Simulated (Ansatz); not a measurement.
`[F][Zn][O][SiH3]`, 7 atoms. Charge 0, multiplicity 1. For Zn the d shell is correlated and the shells below it are frozen. Scalar relativity is left out up to krypton. All runs use 4 threads of a server CPU on a shared host. Correlated methods freeze the cores.

(1) How many basis functions does each run have, and how long does it take in Ansatz? RKS ωB97M-V/def2-SVP energy; RHF-CCSD(T) with 3s3p of Cu, Zn/def2-TZVPP energy; RKS PBE0-D4/def2-QZVPP energy; RHF-MP2 with 3s3p of Cu, Zn/def2-QZVPP energy; RKS PBE0-D4/def2-TZVP relaxation (12 steps); RKS BHLYP-D4/def2-TZVPP energy; direct RPA on PBE orbitals with 3s3p of Cu, Zn/def2-TZVPP energy; RKS PBE0-D4/def2-SVP energy; RKS B2PLYP (frozen core with 3s3p of Cu, Zn)/def2-TZVPP energy; RKS PBE0-D4/def2-TZVP frequencies; RKS SPW92 (LDA)/def2-TZVPP energy; RHF-CCSD(T) with 3s3p of Cu, Zn/def2-SVP energy. (An estimate is asked.)

## Answers

(1) Ansatz gave: Other jobs shared the machine, so times are rough.

```tsv
level	job	functions	wall time	peak host memory (GiB)
RKS PBE0-D4/def2-SVP	energy	92	1 s	0.18
RKS SPW92 (LDA)/def2-TZVPP	energy	210	1 s	0.26
RHF-CCSD(T) with 3s3p of Cu, Zn/def2-SVP	energy	92	3 s	0.3
RKS BHLYP-D4/def2-TZVPP	energy	210	3.3 s	0.54
RKS ωB97M-V/def2-SVP	energy	92	4.5 s	0.28
RKS B2PLYP (frozen core with 3s3p of Cu, Zn)/def2-TZVPP	energy	210	4.5 s	0.5
direct RPA on PBE orbitals with 3s3p of Cu, Zn/def2-TZVPP	energy	210	4.8 s	0.41
RKS PBE0-D4/def2-QZVPP	energy	374	9 s	1.2
RHF-MP2 with 3s3p of Cu, Zn/def2-QZVPP	energy	374	17 s	1.6
RKS PBE0-D4/def2-TZVP	relaxation (12 steps)	165	35 s	0.43
RKS PBE0-D4/def2-TZVP	frequencies	165	75 s	0.42
RHF-CCSD(T) with 3s3p of Cu, Zn/def2-TZVPP	energy	210	89 s	2.8
```
